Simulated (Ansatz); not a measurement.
Start from `B[SiH2]C(O)F` and change one atom or group to get `OC(F)S[SiH3]`.

Ansatz, PBE0-D4/def2-TZVP geometries, multiplicity 1. Each molecule was computed in one conformer, which needn't be the lowest.

| property | `B[SiH2]C(O)F` |
| --- | --- |
| size of the dipole moment (B3LYP/def2-TZVPP) / D | 1.42 |
| HOMO energy (B3LYP/def2-TZVPP) / eV | -7.99 |
| ideal-gas entropy at 298 K and 1 bar (rigid rotor, harmonic PBE0-D4/def2-TZVP) / J/(mol·K) | 358 |
| zero-point energy (PBE0-D4/def2-TZVP) / kJ/mol | 186.7 |
| LUMO energy (PBE/def2-TZVPP) / eV | -3.44 |
| HOMO–LUMO gap (ωB97M-V/def2-TZVPP) / eV | 9.97 |

**Question.** Give the same properties after the change, and the shifts. (Estimate.)

**Answer.** The calculation gave: 
```tsv
property	`OC(F)S[SiH3]`	shift
size of the dipole moment (B3LYP/def2-TZVPP) / D	1.59	0.17
HOMO energy (B3LYP/def2-TZVPP) / eV	-7.36	0.63
ideal-gas entropy at 298 K and 1 bar (rigid rotor, harmonic PBE0-D4/def2-TZVP) / J/(mol·K)	349	-9
zero-point energy (PBE0-D4/def2-TZVP) / kJ/mol	162.9	-23.8
LUMO energy (PBE/def2-TZVPP) / eV	-1.08	2.36
HOMO–LUMO gap (ωB97M-V/def2-TZVPP) / eV	11.44	1.47
```

With PBE0 the HOMO rises by 0.58 eV and the LUMO rises by 2.26 eV, so the gap widens by about 1.68 eV. PBE moves the HOMO by 0.42 eV and ωB97M-V by 0.62 eV. The zero-point energy changes by -23.8 kJ/mol with -3 modes. Dipoles are sizes alone; their direction can turn. Modes under 60 cm⁻¹, often nearly free rotors, make the harmonic entropy too high.

B3LYP here is the variant with VWN-RPA as its local correlation; programs differ in this.
